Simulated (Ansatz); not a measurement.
Reaction (ligand exchange at the Hf–Br bond): `[OH][Hf]([F])([Cl])[Br]` + NH₃ → `[NH2][Hf]([OH])([F])[Cl]` + HBr

Gas-phase electronic energies from Ansatz, PBE0-D4/def2-TZVP geometries. CCSD(T)/CBS is the MP2 limit (def2-TZVPP, def2-QZVPP) plus CCSD(T) − MP2 in def2-TZVPP, frozen cores. This one scheme is used for every species. Functionals use def2-TZVPP. def2 core potentials past Kr. For Br, Hf outer-core shells are correlated without core-valence functions, which leaves a few kJ/mol of doubt a bond. Scalar relativity is left out up to krypton. Each species was taken in one conformer, which may not be the lowest.

```csv
species,CAM-B3LYP-D4 energy (Eh)
`[OH][Hf]([F])([Cl])[Br]`,-3258.53021
NH₃,-56.55787
`[NH2][Hf]([OH])([F])[Cl]`,-740.16954
HBr,-2574.88422
```

(1) Work out ΔE.

Largest T1 diagnostic among the species: 0.015.

Results:

(1) ΔE = (-740.16954) + (-2574.88422) − (-3258.53021) − (-56.55787) = 0.03432 Eh = +21.5 kcal/mol. CCSD(T)/CBS gives +23.2 kcal/mol.

From PBE to PBE0 (25 % exact exchange), in def2-TZVPP and without D4, ΔE moves by +1.1 kcal/mol. In def2-TZVPP, CCSD(T) changes the Hartree–Fock value by −2.5 kcal/mol (the triples alone add +0.2 kcal/mol) and MP2 by −1.4 kcal/mol.
